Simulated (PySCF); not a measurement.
**Li⁺ (lithium, charge +1): UHF calculation**

Configuration: 1s2, closed-shell 1S. All numbers are calculated (PySCF 2.14, no relativity, point nucleus, in aug-cc-pVTZ).

| Quantity | Value |
| --- | --- |
| Total energy | -7.236380 hartree |
| One-electron energy | -8.8880 hartree |
| Hartree (Coulomb) energy | 3.3033 hartree |
| Exchange energy | -1.6517 hartree |
| Kinetic energy | 7.23663 hartree |
| ⟨S²⟩ | 0.0000 |
| ⟨L²⟩ | 0.000 |
| Sum of ⟨r⟩ | 1.145 bohr |
| Sum of ⟨r²⟩ | 0.8907 bohr² |
| Density at the nucleus (Gaussians lack the cusp) | 13.4 bohr⁻³ |
| Langevin diamagnetic susceptibility | -0.705 ×10⁻⁶ cm³/mol |

| shell | electrons | mean orbital energy (eV) | rms radius, mean of both spins (bohr) |
| --- | --- | --- | --- |
| 1s | 2 | -75.984 | 0.667 |
